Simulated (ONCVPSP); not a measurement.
rhodium: variants of one ONCV potential

Base potential:

- Element: rhodium (Rh)
- Generator: ONCVPSP 4.0.1
- Type: optimised norm-conserving Vanderbilt (ONCV)
- Functional: PBE
- Relativity: scalar-relativistic
- Frozen core: [Ar] 3d10 4s2
- Valence charge: 15
- Reference configuration: 4p6 4d8 5s1
- Partial waves: 5s: rc 2.70 bohr, ncon 3, nbas 6, qcut 3 1/bohr, 2 projectors, debl 1.6 Ha; 4p: rc 1.80 bohr, ncon 5, nbas 8, qcut 8.4 1/bohr, 2 projectors, debl 2.7 Ha; 4d: rc 1.95 bohr, ncon 3, nbas 8, qcut 7.6 1/bohr, 2 projectors, debl 1.6 Ha
- Local potential: polynomial inside 1.45 bohr (lpopt 3, dvloc0 -1 Ha)
- Core correction: none

Cutoffs, loose and tight: the cutoffs (Ha) at which the residual kinetic energy of the hardest occupied pseudo-wave falls to 1 and 0.1 mHa per electron. They do not see the model core or the augmentation charge, which bear on the density cutoff. Test errors are all-electron minus pseudo excitation energies from the reference, over the configurations 4p6 4d8 5s0; 4p6 4d7 5s0; 4p6 4d6 5s0; 4p6 4d8 5s0.5. A dash means not determined; rows that change the core or the reference have their own tests.

A true bound ghost makes a file unfit for plane-wave use even where its test errors are small: the radial tests pick states by their node count and pass the ghost by.

```csv
change,outcome,"cutoff, loose","cutoff, tight",bound ghosts,GHOST(+) flags above zero,largest test error (meV)
base,generated,21 Ha,25 Ha,s,none,+59
"local potential polynomial inside 1.75 bohr (lpopt 5, dvloc0 0 Ha)",generated,21 Ha,25 Ha,none,none,4 of 4 tests not solved or not reliable
```

Q: What comes out with this change to the base: d: qcut 7.3?

A: outcome: generated; cutoff, loose: 20 Ha; cutoff, tight: 25 Ha; bound ghosts: s; GHOST(+) flags above zero: none; largest test error (meV): +62.

Q: What comes out with this change to the base: p: nbas 9?

A: outcome: generated; cutoff, loose: 21 Ha; cutoff, tight: 24 Ha; bound ghosts: s; GHOST(+) flags above zero: none; largest test error (meV): +59.
